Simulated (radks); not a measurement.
Values are calculated unless marked as measured or tabulated.
Q: The mean radii <r> (bohr) of the occupied orbitals of an atom or ion are listed with their occupations. Code: a radial shooting solver on a logarithmic mesh with Libxc functionals. Model: scalar-relativistic Kohn-Sham, BLYP, spin-unpolarised, spherical densities, finite nucleus; Fermi nuclear charge, rms radius of each element as measured or else 0.836 A^(1/3) + 0.57 fm.

| orbital | occ. | <r> |
|---|---|---|
| 1s | 2 | 0.01659 |
| 2s | 2 | 0.06993 |
| 2p | 6 | 0.06328 |
| 3s | 2 | 0.1807 |
| 3p | 6 | 0.1821 |
| 3d | 10 | 0.1650 |
| 4s | 2 | 0.3993 |
| 4p | 6 | 0.4255 |
| 4d | 10 | 0.4489 |
| 5s | 2 | 0.8974 |
| 4f | 14 | 0.4821 |
| 5p | 6 | 1.028 |
| 5d | 8 | 1.362 |
| 6s | 1 | 2.195 |

Name the element and its charge.

A: Z = 80, mercury, charge +3: Hg3+ in [Xe] 4f14 5d8 6s1. The 1s radius gives Z: for a bare nucleus <r> = (2 gamma + 1)/(2Z) with gamma = sqrt(1 - (Z/c)^2), 0.0164 bohr for Z = 80, and screening makes it slightly larger (0.01659 here). The occupations add up to 77, and the charge is Z minus that.
